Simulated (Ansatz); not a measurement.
`C[SiH](Cl)CCl`, relaxed with RKS PBE-D4/def2-SVP in Ansatz 0.2.0 from a rough embedded geometry. The force threshold is 0.03 eV/Å; the program also tests the step.

Total charge 0; spin multiplicity 1.

Start:

```xyz
11

C    -0.830   -1.320    0.044
Si    0.554   -0.190    0.356
Cl    2.191   -1.088   -0.445
C     0.415    1.509   -0.422
Cl   -1.054    2.313    0.271
H    -0.710   -2.291    0.522
H    -1.060   -1.432   -0.987
H    -1.766   -0.880    0.548
H     0.847   -0.086    1.852
H     1.237    2.090   -0.252
H     0.176    1.374   -1.488
```

```
step  energy (eV)  largest force (eV/Å)  largest move (Å)
   1  -35067.1446                 3.848             0.000
   2  -35067.4794                 0.873             0.170
   3  -35067.5230                 0.255             0.047
   4  -35067.5266                 0.064             0.022
   5  -35067.5275                 0.026             0.025
```

End:

```xyz
11

C    -0.897   -1.313    0.076
Si    0.599   -0.228    0.386
Cl    2.300   -1.084   -0.490
C     0.377    1.474   -0.422
Cl   -1.078    2.253    0.330
H    -0.779   -2.301    0.564
H    -1.046   -1.474   -1.011
H    -1.800   -0.817    0.487
H     0.873   -0.046    1.848
H     1.249    2.138   -0.256
H     0.201    1.398   -1.513
```

Run time 6 s (4 threads of an Arm Neoverse V2 on a shared host); peak host memory 0.16 GiB.
